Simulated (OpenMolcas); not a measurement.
Computed levels of 3d³ in ions with 21 electrons, in cm-1 above ⁴F_3/2.

```json
{"Program": "OpenMolcas", "Method": "SS-CASPT2, IPEA 0.25 Eh, imaginary shift 0.1 Eh", "Basis": "ANO-RCC-VTZP", "Scalar Hamiltonian": "DKH2, point nucleus", "Spin-orbit coupling": "RASSI with atomic mean-field integrals over the reference wave functions, term energies averaged over their components"}
```

Active space for each ion: 3 electrons in 10 orbitals (3d 4d); closed shells correlated by CASPT2: 3s 3p.

```json
{"Level": "⁴F_5/2", "Cr3+": "248", "Fe5+": "545", "Co6+": "737"}
{"Level": "⁴F_7/2", "Cr3+": "587", "Fe5+": "1279", "Co6+": "1720"}
{"Level": "⁴F_9/2", "Cr3+": "1009", "Fe5+": "2170", "Co6+": "2910"}
{"Level": "⁴P_1/2", "Cr3+": "14770", "Fe5+": "19650", "Co6+": "22180"}
{"Level": "⁴P_3/2", "Cr3+": "14880", "Fe5+": "19850", "Co6+": "22410"}
{"Level": "⁴P_5/2", "Cr3+": "15180", "Fe5+": "20540", "Co6+": "23360"}
{"Level": "²G_7/2", "Cr3+": "15520", "Fe5+": "21330", "Co6+": "24360"}
{"Level": "²G_9/2", "Cr3+": "15890", "Fe5+": "22080", "Co6+": "25340"}
{"Level": "²P_1/2", "Cr3+": "20090", "Fe5+": "27450", "Co6+": "31190"}
```

Estimate ⁴F_9/2, ⁴P_1/2, ⁴P_3/2 for Mn4+ from its neighbours Cr3+ and Fe5+.

⁴F_9/2 is fine structure, which grows about as the fourth power of a screened charge, so the fourth roots are averaged: ((1009^0.25 + 2170^0.25) / 2)^4 = 1507. The calculation gives 1514, so the estimate is off by -0.5 %; the measured value is 1412 (Corliss and Sugar, J. Phys. Chem. Ref. Data 6, 1253 (1977)).
⁴P_1/2 is another term, which grows about linearly with the charge: (14770 + 19650) / 2 = 17210. The calculation gives 16860, so the estimate is off by +2.1 %; the measured value is 16434 (Corliss and Sugar, J. Phys. Chem. Ref. Data 6, 1253 (1977)).
⁴P_3/2 is another term, which grows about linearly with the charge: (14880 + 19850) / 2 = 17365. The calculation gives 17020, so the estimate is off by +2.0 %; the measured value is 16595 (Corliss and Sugar, J. Phys. Chem. Ref. Data 6, 1253 (1977)).

CASPT2 does not keep the components of a term degenerate, so their means are used; among the terms shown or strongly mixed into the levels shown the widest spread is 820 cm-1 (3d³ ⁴F, Mn4+). Active for correlation alone: 4d; no level in the range computed is led by a configuration that fills it, so any true level of that kind is missing. Measured partners are found by configuration, term and J. A level has none where our copy of the source lacks it or the pairing is in doubt (some pairs that miss far off the trend of their configuration count as doubtful), and it then counts in no deviation. Levels of configurations outside the active space are missing.
